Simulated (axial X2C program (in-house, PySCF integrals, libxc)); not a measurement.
BiB: bond constants with and without spin–orbit coupling

Computed with an axial X2C code built on PySCF integrals. Spin-free means the one-electron spin-free X2C Hamiltonian; two-component (2c) means X2C with spin–orbit coupling and atomic mean-field two-electron Coulomb and Gaunt terms, so the difference of the two also holds small scalar two-electron terms. Basis: Bi dyall-cv3z [12s14p10d6f1g], B dyall-v3z [7s6p2d1f] (cores contracted in-house); Gaussian nuclei, density fitting, unrestricted open shells. Masses: Bi 208.980 u, B 11.009 u.

State, spin-free: M_S = 1, Λ = 1 (beyond evenly filled blocks: σα, π+α, π+β, π-α); electrons by block: σα: 17, σβ: 16, π+α: 9, π+β: 9, π-α: 9, π-β: 8, δ+α: 4, δ+β: 4, δ-α: 4, δ-β: 4, φ+α: 1, φ+β: 1, φ-α: 1, φ-β: 1. Fragments: Bi + B.

State, 2c: Ω = 2 (⟨Sz⟩ = 0.93, ⟨Lz⟩ = 1.07 at PBE0); electrons by block: 1/2: 26, -1/2: 25, 3/2: 13, -3/2: 12, 5/2: 5, -5/2: 5, 7/2: 1, -7/2: 1. Fragments: Bi + B.

```tsv
Hamiltonian	level	Re (Å)	ωe (cm⁻¹)	Be (cm⁻¹)	De (eV)	k (mdyn/Å)	μ (D)
spin-free	PBE0	2.128	627.5	0.356	2.16	2.43	-1.17
spin-free	r2SCAN0	2.121	636.4	0.3584	1.88	2.5	-0.96
2c	PBE0	2.162	555.5	0.3448	2.12	1.9	-1.35
2c	HF	2.185	517.4	0.3377	0.517	1.65	-1.29
```

Dipoles are positive if B is the positive end.

Occupations by symmetry block were frozen at the best pattern of an incomplete PBE0 search. De is counted from the lowest determinant-based energies of the atoms at the same level, without counterpoise correction. Density functionals use the spin component along the axis (collinear). In 2c an atomic determinant is not the ground J level, so De misses part of the atomic spin–orbit lowering. This holds for PBE0. Other states lie close and PBE0, whose exact exchange favours high spin, may order them wrongly; the determinant shown need not be the ground state. The nearest other spin-free determinant of the search, M_S = 0, Λ = 1, lies 0.13 eV up at the distance of the search. The functionals have no current-density term, which raises determinants with orbital currents, atoms included. With several unpaired electrons one determinant need not be a pure state. A state of lower Ω lies just above, and one determinant can place such states too high, so the state shown need not be the lowest. The search has Ω = 1 only 0.09 eV up. Open-shell Ω = 0 determinants with evenly filled partner blocks cannot be reached by this program, so the Ω shown need not be the lowest component. The determinant is spin-polarised beyond a pure state at some levels (its spin-free form has ⟨S²⟩ too high), which makes Re and μ there less reliable.

No reliable constants came from CCSD (2c), CCSD (spin-free), CCSD(T) (2c), CCSD(T) (spin-free), HF (spin-free), MP2 (2c), MP2 (spin-free), r2SCAN0 (2c): no minimum in range, unconverged points, a curve that is not smooth, a change of character along it, or the two Hamiltonians disagreeing along it.

Rough cost a point (2c) on 1 thread(s) of a shared host, integrals apart: PBE0 2 s, HF 2 s.

The whole task took 3.5 min on 1 thread of Arm Neoverse V2, on a shared host.
